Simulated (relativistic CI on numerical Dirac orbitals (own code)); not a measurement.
**W4+: 5p photoemission**

Computed with this model: Dirac-Coulomb-Breit CI, KLI orbitals optimised for each configuration, QED by a radiative potential, valence Slater integrals scaled by 0.8, multiplet model of photoemission in the sudden approximation; configurations [Xe] 4f14 5d2 → [Kr] 4d10 4f14 5s2 5p5 5d2; 300 K; Lorentzian 1.05 eV and Gaussian 0.6 eV FWHM. Energies are those of the free ion, without screening or charge transfer. The energies are binding energies and can lie tens of eV above those of solids. S is read from ⟨S²⟩ = S(S + 1).

Field parameters in Wybourne normalisation: D3d B²₀ = −7Dσ, B⁴₀ = −14Dq − 21Dτ, B⁴₃ = −14√(10/7) Dq. The field is a parameter set, without covalency.

free ion: ground-state S = 0.94, centroid 93.68 eV. Peaks (eV, height): 89.4 (100), 94.8 (19), 96.8 (11), 101.4 (45), 107.4 (29).

D3d, 10Dq = 39700, Dσ = -390, Dτ = 180 cm⁻¹: ground-state S = 0.97, centroid 93.79 eV. Peaks (eV, height): 88.4 (95), 89.4 (100), 98.6 (26), 101.4 (37), 103.8 (22), 109.6 (10).

D3d, 10Dq = 22100, Dσ = 90, Dτ = 410 cm⁻¹: ground-state S = 0.98, centroid 93.78 eV. Peaks (eV, height): 88.4 (95), 89.6 (100), 97.2 (18), 101.0 (45), 108.0 (16).

Strongest unbroadened transitions for D3d, 10Dq = 22100, Dσ = 90, Dτ = 410 cm⁻¹:

```csv
Energy (eV),Relative strength
88.15,97.0
88.23,100.0
88.30,42.3
89.23,44.0
89.34,49.9
89.48,52.8
89.57,27.1
89.69,20.8
89.92,25.5
90.03,35.1
90.17,38.1
90.47,32.1
90.63,30.2
97.21,28.2
101.00,24.7
101.06,58.8
102.81,21.3
108.21,26.0
```
